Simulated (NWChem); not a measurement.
Tetragonal strain in MgS (rocksalt structure): splitting of valleys and valence bands

All runs are NWChem calculations. Level: LDA (Vosko), Troullier-Martins pseudopotentials (valence charges S 6, Mg 2), cutoff 25 Ha, shifted 4×4×4 mesh, two-atom cell, no spin-orbit coupling. The cubic cell (a = 5.106 Å, near this level's equilibrium) is stretched by 1 + δ along x and y and by (1 + δ)^−2 along z, at constant volume; symmetry keeps the atoms on their sites. The table gives the lowest empty level on the line to X along z less that along x, and the single valence level at Γ less the pair from which it splits.

```csv
δ,ε_zz − ε_xx,valley splitting (eV),valence splitting (eV)
-0.020,0.0612,?,?
-0.010,0.0303,0.176,0.126
-0.005,0.0151,0.087,0.065
0.005,-0.0149,-0.084,-0.069
0.010,-0.0297,-0.163,-0.140
0.020,-0.0588,-0.313,-0.290
```

Question: The valley splitting goes as Ξᵤ(ε_zz − ε_xx) and, without spin-orbit coupling, the valence splitting as 3b(ε_zz − ε_xx). Fit both through zero and predict the withheld row.

Answer: Ξᵤ ≈ 5.5 eV and 3b ≈ 4.7 eV, so b ≈ 1.6 eV; the rows leave the lines by up to 0.018 eV. Predicted against computed: valley 0.334 against 0.364 eV, valence 0.290 against 0.232 eV.
